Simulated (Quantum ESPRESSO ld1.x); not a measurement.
The numbers below are computed, except where a source is named.
Neutral rubidium, configuration [Kr] 5s1. Code: ld1.x of Quantum ESPRESSO 7.5. Model: non-relativistic Kohn-Sham, LDA (Slater exchange, VWN5 correlation), spin-polarised, spherical densities, point nucleus; open shells are filled with parallel spins first; relativity is left out, which matters for an element this heavy.

Radial electron density D(r) = 4 pi r^2 rho(r):

| r (bohr) | D(r) (e/bohr) | spin D(r) |
|---|---|---|
| 0.006103 | 10.42 | 0.000643 |
| 0.008272 | 16.32 | 0.000992 |
| 0.01121 | 24.15 | 0.00143 |
| 0.01507 | 32.92 | 0.00184 |
| 0.02043 | 41.06 | 0.00202 |
| 0.02768 | 45.29 | 0.00164 |
| 0.03722 | 43.78 | 0.000579 |
| 0.05044 | 39.11 | -0.000618 |
| 0.06782 | 38.80 | -0.000343 |
| 0.09191 | 47.11 | 0.00245 |
| 0.1246 | 54.87 | 0.00496 |
| 0.1675 | 48.51 | 0.00252 |
| 0.227 | 34.48 | -0.000546 |
| 0.3076 | 33.52 | 0.00606 |
| 0.4136 | 39.09 | 0.0104 |
| 0.5605 | 30.20 | 0.000867 |
| 0.7596 | 14.01 | 0.00908 |
| 1.021 | 7.285 | 0.0326 |
| 1.384 | 6.388 | 0.0141 |
| 1.876 | 4.149 | -0.00532 |
| 2.522 | 1.602 | 0.0738 |
| 3.418 | 0.4831 | 0.201 |
| 4.632 | 0.2580 | 0.234 |
| 6.228 | 0.1453 | 0.144 |
| 8.441 | 0.04159 | 0.0416 |
| 11.44 | 0.004709 | 0.00471 |
| 15.38 | 0.0001917 | 0.000192 |

D(r) has 3 maxima, at r = 0.0295, 0.129, 0.417 bohr, and minima at 0.0597, 0.266 bohr, inside which lie 2.07, 11.08 electrons.
